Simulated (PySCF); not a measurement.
# Spin-rotation constants: SMILES CC1(C)CC=CC(=O)N1, C7H11NO

Geometry (Å), atoms numbered from 1 in this order:
```xyz
20

C     0.8650   -0.8297    1.2006
C     0.5947   -0.0066   -0.0674
C     1.9111    0.3046   -0.7796
C    -0.3498   -0.7737   -1.0042
C    -1.7598   -0.7382   -0.5072
C    -2.2108    0.2599    0.2417
C    -1.3493    1.4082    0.5975
O    -1.7749    2.4404    1.0813
N    -0.0371    1.2521    0.2915
H     1.3939   -1.7467    0.9534
H     1.4709   -0.2562    1.8983
H    -0.0728   -1.0850    1.6882
H     1.7349    0.9568   -1.6319
H     2.3730   -0.6134   -1.1329
H     2.6035    0.7991   -0.1018
H    -0.3241   -0.3224   -2.0021
H    -0.0073   -1.8049   -1.1017
H    -2.4078   -1.5490   -0.8107
H    -3.2297    0.3152    0.5907
H     0.5713    2.0002    0.5935
```

Computed, not measured: GIAO B97-2/pcSseg-1 magnetisability, rotational g tensor and spin-rotation constants, non-relativistic, gas phase (PySCF). Geometry: GFN2-xTB.

Task: Give the nuclear spin-rotation constants along the inertial axes (H = +C I·J) beside the isotropic shieldings.

Result: Rotational constants 2.5519, 1.4789, 1.1809 GHz. A star marks the isotopologue with that one atom substituted, in its own axes.
| atom | isotope | Caa (kHz) | Cbb (kHz) | Ccc (kHz) | mean (kHz) | σ (ppm) |
| --- | --- | --- | --- | --- | --- | --- |
| N9 | 14N | 0.207 | 0.160 | 0.093 | 0.154 | 122.4 |
| H10 | 1H | -0.013 | -0.139 | -0.129 | -0.094 | 31.1 |
| H11 | 1H | -0.310 | 0.010 | -0.106 | -0.135 | 30.8 |
| H12 | 1H | -0.102 | -0.117 | -0.075 | -0.098 | 29.7 |
| H13 | 1H | -0.269 | -0.172 | 0.026 | -0.138 | 30.5 |
| H14 | 1H | -0.014 | -0.118 | -0.139 | -0.090 | 30.6 |
| H15 | 1H | -0.279 | 0.010 | -0.119 | -0.129 | 30.6 |
| H16 | 1H | -0.288 | -0.158 | 0.045 | -0.134 | 29.3 |
| H17 | 1H | -0.048 | -0.095 | -0.127 | -0.090 | 29.8 |
| H18 | 1H | -0.281 | 0.167 | -0.131 | -0.082 | 25.2 |
| H19 | 1H | 0.137 | -0.095 | -0.125 | -0.027 | 25.8 |
| H20 | 1H | -0.286 | 0.114 | -0.163 | -0.112 | 27.5 |
| C1 | 13C* | 0.446 | 0.250 | 0.156 | 0.284 | 157.4 |
| C2 | 13C* | 0.471 | 0.294 | 0.234 | 0.333 | 133.9 |
| C4 | 13C* | 0.499 | 0.260 | 0.187 | 0.315 | 145.8 |
| C5 | 13C* | 0.898 | 0.721 | 0.184 | 0.601 | 43.4 |
| C6 | 13C* | 0.901 | 0.609 | 0.205 | 0.572 | 56.4 |
| C7 | 13C* | 1.037 | 0.672 | 0.259 | 0.656 | 24.3 |
| O8 | 17O* | -1.542 | -0.755 | -0.083 | -0.793 | -86.4 |

For the geometry as given, no vibrational averaging.
